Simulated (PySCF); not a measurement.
C5H6S.

```xyz
12

C     -0.1975    -2.4688     0.0000
C     -0.0252    -0.9825     0.0000
C      1.2449    -0.3230     0.0000
C      1.1422     1.0415     0.0000
S     -0.4974     1.5502     0.0000
C     -1.0556    -0.0747     0.0000
H     -1.2598    -2.7493     0.0000
H      0.2721    -2.9244    -0.8864
H      0.2721    -2.9244     0.8864
H      2.2002    -0.8512     0.0000
H      1.9457     1.7768     0.0000
H     -2.1245    -0.2859     0.0000
```

Geometry: PBE0-D3(BJ)/def2-SVP.

The numbers are results of PBE/pcSseg-1 (PySCF), not measurements. Non-relativistic, no solvent.

Computed absolute GIAO shielding of each atom: isotropic value and principal components (ppm):
```json
[
 {"atom": "C1", "σ(iso)": "162.3", "σ11": "148.9", "σ22": "153.1", "σ33": "184.7", "span": "35.8"},
 {"atom": "C2", "σ(iso)": "40.0", "σ11": "-34.8", "σ22": "17.4", "σ33": "137.4", "span": "172.2"},
 {"atom": "C3", "σ(iso)": "49.4", "σ11": "-28.3", "σ22": "39.1", "σ33": "137.3", "span": "165.6"},
 {"atom": "C4", "σ(iso)": "50.8", "σ11": "-34.7", "σ22": "51.1", "σ33": "136.2", "span": "170.9"},
 {"atom": "S5", "σ(iso)": "263.2", "σ11": "146.8", "σ22": "269.1", "σ33": "373.6", "span": "226.8"},
 {"atom": "C6", "σ(iso)": "55.6", "σ11": "-24.0", "σ22": "63.6", "σ33": "127.1", "span": "151.2"},
 {"atom": "H7", "σ(iso)": "29.0", "σ11": "24.0", "σ22": "28.8", "σ33": "34.2", "span": "10.2"},
 {"atom": "H8", "σ(iso)": "28.7", "σ11": "24.4", "σ22": "27.0", "σ33": "34.9", "span": "10.5"},
 {"atom": "H9", "σ(iso)": "28.7", "σ11": "24.4", "σ22": "27.0", "σ33": "34.9", "span": "10.5"},
 {"atom": "H10", "σ(iso)": "24.3", "σ11": "21.4", "σ22": "24.7", "σ33": "26.8", "span": "5.4"},
 {"atom": "H11", "σ(iso)": "24.3", "σ11": "21.6", "σ22": "24.5", "σ33": "26.8", "span": "5.3"},
 {"atom": "H12", "σ(iso)": "24.6", "σ11": "21.7", "σ22": "25.4", "σ33": "26.8", "span": "5.1"}
]
```
